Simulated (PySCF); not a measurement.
CH₄OSi, neutral, multiplicity 1. Atoms are numbered in the order given.

```xyz
7

Si     0.6605     0.1503     0.0000
C     -0.3569    -1.4400     0.0000
H     -1.0093    -1.4614     0.8807
H     -1.0093    -1.4614    -0.8807
H      0.2659    -2.3367     0.0000
O     -0.6233     1.2078     0.0000
H     -0.3656     2.1327     0.0000
```
Charge 0, spin multiplicity 1.

Geometry optimised at PBE0-D3(BJ)/def2-TZVP. Other conformers were not sampled.

Calculation: PySCF with PBE0-D3(BJ)/def2-TZVP.

Frequencies are harmonic and unscaled.

| mode | ν (cm⁻¹) | IR (km/mol) | moving atoms (share of kinetic energy) |
|---|---|---|---|
| 1 | 29 | 0.3 | H 88 % |
| 2 | 283 | 4.0 | O 34 %, H 30 %, C 18 %, Si 17 % |
| 3 | 504 | 32.9 | H 94 % |
| 4 | 622 | 42.2 | H 83 %, C 12 % |
| 5 | 663 | 61.8 | C 48 %, Si 32 %, H 20 % |
| 6 | 740 | 27.3 | H 71 %, C 20 %, O 9 % |
| 7 | 857 | 91.6 | O 53 %, Si 39 % |
| 8 | 899 | 177.0 | H 81 %, O 11 % |
| 9 | 1239 | 39.1 | H 79 %, C 21 % |
| 10 | 1422 | 7.2 | H 96 % |
| 11 | 1435 | 10.9 | H 95 % |
| 12 | 3025 | 1.5 | H 97 % |
| 13 | 3103 | 4.4 | H 91 %, C 9 % |
| 14 | 3138 | 7.4 | H 91 %, C 9 % |
| 15 | 3893 | 112.8 | H 94 % |
